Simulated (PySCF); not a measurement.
A species of formula C8H12Si has this rotational fingerprint, computed with PBE0-D3(BJ)/def2-SVP geometry optimisation, gas phase in PySCF:

| Property | Result |
| --- | --- |
| Rotational constants | A = 2117, B = 1082, C = 831.4 MHz |
| Dipole components | \|μa\| = 0.26 D, \|μb\| = 1.10 D, \|μc\| = 0.53 D |
| Inertial defect | -98.08 u·Å² |
| κ | -0.61 |

Question: Which structure is it? (One computed conformer of each.)
A. `[SiH3:1][CH2:2][C@H:3]1[C@H:4]2[CH:5]=[CH:6][C@@H:7]1[CH:8]=[CH:9]2` with Si1–C2–C3–C4 64°
B. `[CH2:1]=[CH:2][Si:3]([CH:4]=[CH2:5])([CH:6]=[CH2:7])[CH:8]=[CH2:9]` with C1–C2–Si3–C4 134°, C2–Si3–C4–C5 -142°, C2–Si3–C6–C7 -132°, C2–Si3–C8–C9 -130° (tetravinylsilane)
C. `[SiH3:1][CH2:2][C:3]1=[CH:4][CH:5]=[CH:6][C:7]12[CH2:8][CH2:9]2` with Si1–C2–C3–C4 79°

Answer: C. It is [SiH3]CC1=CC=CC12CC2, an asymmetric top, point group C1. The candidates at the same level (rigid rotor, commonest isotopes):

```
                           SMILES  A (MHz)  B (MHz)  C (MHz)  μa (D)  μb (D)  μc (D)  Δ (u·Å²)  point group                        rotor
             [SiH3]CC1=CC=CC12CC2     2117     1082    831.4    0.26    1.10    0.53    -98.08           C1               asymmetric top
[SiH3]C[C@H]1[C@H]2C=C[C@@H]1C=C2     2898    936.3    906.0    0.69    0.40    0.30   -156.33           C1  near-prolate asymmetric top
             C=C[Si](C=C)(C=C)C=C     1361     1041     1033    0.16    0.17    0.01   -367.67           C1  near-prolate asymmetric top
```

`[SiH3]C[C@H]1[C@H]2C=C[C@@H]1C=C2` has A 37 % too high; `C=C[Si](C=C)(C=C)C=C` has A 36 % too low. No structure here is proved a minimum.
